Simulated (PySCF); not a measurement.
GeH₆OSi, SMILES [SiH3][O][GeH3]. Geometry optimised at B3LYP-D3(BJ)/def2-SVP. The structure was generated by enumeration, and PubChem lists no compound with its InChIKey, so it may never have been made.

Q: Give the equilibrium geometry at B3LYP-D3(BJ)/def2-SVP (PySCF confirms it by a frequency run) as Cartesian coordinates in Å. (An estimate is asked for; the answer gives what the named calculation found.)

A: 
```xyz
9

Ge     1.1169    -0.1704     0.1146
O     -0.5510    -0.1634    -0.5232
Si    -2.0359     0.3985    -0.0432
H      1.9566    -0.9305    -0.9239
H      1.5919     1.2900     0.2681
H      1.1190    -0.8900     1.4800
H     -2.4396    -0.2004     1.2662
H     -3.0355     0.0244    -1.0804
H     -2.0238     1.8856     0.1123
```
Charge 0, spin multiplicity 1.
